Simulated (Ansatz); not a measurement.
silane (H4Si), singlet, geometry from GFN2-xTB; B97M-V/STO-3G in Ansatz (a first-principles code).

Input for Ansatz:
Ansatz 0.2 input:
```yaml
crystal:
  periodic: [false, false, false]
  atoms:
    - {symbol: Si, position_ang: [-0.00000000, 0.00000000, -0.00000000]}
    - {symbol: H, position_ang: [0.85687118, 0.83207387, 0.84090169]}
    - {symbol: H, position_ang: [-0.85685565, -0.82713035, 0.84578045]}
    - {symbol: H, position_ang: [-0.82961346, 0.85438800, -0.84584481]}
    - {symbol: H, position_ang: [0.82959793, -0.85933152, -0.84083733]}
basis:
  gaussian:
    orbitals: STO-3G
hamiltonian:
  xc: {name: B97M-V}
```

Question: What does Ansatz print? Leave out banner, timings and long lists.

Answer: 
```
Functional definition: B97M-V
141 factors; integrals over basis functions are off by at most 3.2e-5 eV
mean field evaluation 1: about -7849.8281 eV, gradient 1.2e1 eV
mean field evaluation 2: about -7850.0789 eV, gradient 7.8e0 eV
mean field evaluation 4: about -7850.3042 eV, gradient 2.2e-1 eV
mean field evaluation 8: about -7850.2777 eV, gradient 5.8e-5 eV
mean field -7850.27766588 eV, -288.4923831116 hartree, gradient 5.8e-5 eV, S^2 0.000000; 0 other end points of the search recorded, 0 dependent functions left out
reference -7850.27769139 eV, -288.4923840491 hartree; 9, 9 occupied and 4, 4 virtual orbitals, 141 factors
Total energy: -7850.27769139 eV, -288.4923840491 hartree
```
